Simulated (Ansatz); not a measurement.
`[SiH3]C[S][GaH2]` + `O[SiH3]` → `[SiH3][O][GaH2]` + `[SiH3]CS`  (ligand exchange at a Ga–S bond)

Isolated molecules relaxed with PBE0-D4/def2-TZVP in Ansatz; ΔE leaves out vibrations. CBS: MP2 limit from def2 TZ/QZ plus the TZ coupled-cluster correction, frozen cores. Functionals use def2-TZVPP. For Ga outer-core shells are correlated without core-valence functions, which leaves a few kJ/mol of doubt a bond. Scalar relativity is left out up to krypton. One conformer a species, not always the lowest.

`[SiH3]C[S][GaH2]`:

Z-matrix (Å, degrees):
```
Si
C 1 1.878
H 1 1.484 2 109.6
H 1 1.490 2 111.1 3 -120.9
H 1 1.488 2 108.6 3 119.2
S 2 1.826 1 109.7 3 -57.8
H 2 1.092 1 110.8 3 59.6
H 2 1.091 1 111.5 3 179.1
Ga 6 2.191 2 102.8 1 -80.8
H 9 1.558 6 115.9 2 176.6
H 9 1.563 6 116.9 2 -5.1
```

`O[SiH3]`:

```xyz
6

O     0.587    0.485    1.031
Si   -0.023   -0.221   -0.327
H     0.013    1.069    1.528
H    -1.204   -1.075   -0.020
H     1.070   -1.053   -0.878
H    -0.443    0.794   -1.333
```

`[SiH3][O][GaH2]`:

```xyz
8

Si   -0.153   -0.338   -1.313
O     0.291   -0.538    0.242
Ga    0.253    0.357    1.786
H    -0.786    0.995   -1.532
H    -1.130   -1.391   -1.701
H     1.038   -0.442   -2.198
H     0.866   -0.426    2.982
H    -0.379    1.783    1.734
```

`[SiH3]CS`:

Z-matrix (Å, degrees):
```
Si
C 1 1.878
H 1 1.489 2 110.7
H 1 1.484 2 109.8 3 121.0
H 1 1.488 2 108.8 3 -119.4
S 2 1.813 1 111.4 3 177.0
H 2 1.092 1 112.3 3 52.0
H 2 1.093 1 109.3 3 -67.0
H 6 1.343 2 97.3 1 -50.2
```

| level | ΔE (eV) |
| --- | --- |
| ωB97X-V | 0.12 |
| LC-ωPBE | 0.12 |

(1) What does CCSD(T)/CBS give? (Best estimate.)

Largest T1 diagnostic among the species: 0.014.

Answers

(1) Ansatz gave: +0.19 eV. The listed levels differ from it by -0.07, -0.07 eV.

At CCSD(T), def2-SVP lies −0.16 eV from the extrapolated value and def2-TZVPP −0.07 eV. The D4 term adds +0.06 eV with B3LYP and +0.03 eV with PBE0; it sums over pairs of atoms, weighted by their polarisabilities, and B3LYP, whose exchange is more repulsive, gets the larger term. Leaving LDA and LC-ωPBE aside and taking each functional with its dispersion term where it has one, the values, not all of them listed here, spread over 0.17 eV, from CAM-B3LYP-D4 to PBE-D4. LDA lies +0.04 eV from PBE without D4.

B3LYP here is the variant with VWN-RPA as its local correlation; programs differ in this.
